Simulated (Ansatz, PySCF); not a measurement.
Species: sum formula MgO2H2, charge 0, multiplicity 1. 
Structure (B3LYP-D3(BJ)/def2-TZVP (Ansatz, a program for electronic structure) minimum search):
```
Mg
O 1 1.7715
H 2 0.9505 1 154.58
O 1 1.7715 3 171.19 2 -177.86
H 4 0.9505 1 154.58 3 -175.40
```
Charge 0, spin multiplicity 1.

Property: vertical ionisation energy (to the doublet state of charge +1; each state is the SCF solution reached for its spin), in eV. Cores are frozen in the correlated levels unless marked. Open shells are spin-unrestricted. Spin-orbit coupling is left out. No relativistic terms. 

```tsv
level	program	vertical ionisation energy (eV)
HF/def2-SVPD	Ansatz	9.29
HF/def2-QZVPPD	Ansatz	9.15
SVWN5/def2-TZVPD	Ansatz	10.05
PBE/def2-TZVPD	Ansatz	9.74
r2SCAN/def2-TZVPD	Ansatz	9.83
B3LYP/def2-TZVPD	Ansatz	10.18
PBE0/def2-TZVPD	Ansatz	10.16
M06-2X/def2-TZVPD	PySCF	10.80
B2PLYP/def2-TZVPD	Ansatz	10.49
MP2/def2-SVPD	Ansatz	11.11
RI-MP2/def2-TZVPPD	Ansatz	11.16
SCS-MP2/def2-SVPD	Ansatz	10.97
CCSD/def2-SVPD	Ansatz	10.79
CCSD(T)/def2-TZVPPD	Ansatz	10.91
```

For comparison, minus the highest occupied orbital energy (PySCF): 7.01 eV at TPSSh/def2-TZVPD, 6.37 eV at TPSS/def2-TZVPD, 7.94 eV at PBE0/def2-TZVPD.
